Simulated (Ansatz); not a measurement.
# Worked example: C2H5BrSi + CHI2 → C2H5Si + CHBrI2

Species: C2H5BrSi `C=C[SiH2]Br`, singlet; CHI2 `I[CH]I`, doublet; C2H5Si `C=C[SiH2]`, doublet; CHBrI2 `BrC(I)I`, singlet. A radical takes Br: the energy is the difference in strength between the Si–Br bond broken and the C–Br bond made.

Shapes, held fixed at every level: PBE0-D4/def2-TZVP. Flexible molecules stand in one conformer, not always the lowest. Programs: Ansatz 0.2.0. The zero-point and thermal change to 298 K, harmonic and unscaled (PBE0-D4/def2-TZVP), is -0.2 kJ/mol.

At B2PLYP/def2-TZVPP; 1 Eh = 2625.50 kJ/mol:

| species | energy (Eh) |
| --- | --- |
| C2H5BrSi | -2942.352603 |
| CHI2 | -633.702463 |
| C2H5Si | -368.473002 |
| CHBrI2 | -3207.526692 |

Q: Work out ΔH(298 K) of the reaction at this level.

A: 
1. Products less reactants: (-368.473002) + (-3207.526692) − [(-2942.352603) + (-633.702463)] = 0.055372 Eh = +145.4 kJ/mol.
2. With the thermal change: +145.4 + (-0.2) = +145.2 kJ/mol.

Other levels give +123.3 (SPW92/def2-TZVPP) to +179.9 kJ/mol (HF/def2-TZVPP). No measured value is set beside it here. Spin contamination: C2H5Si (⟨S²⟩ up to 0.90). Open shells run unrestricted. For atoms past krypton def2 sets carry core potentials with scalar relativity. Relativity is left out for Br. Outer-core shells of Br, I are correlated, in sets that cover them unevenly. The median of the other levels is +153.4 kJ/mol.
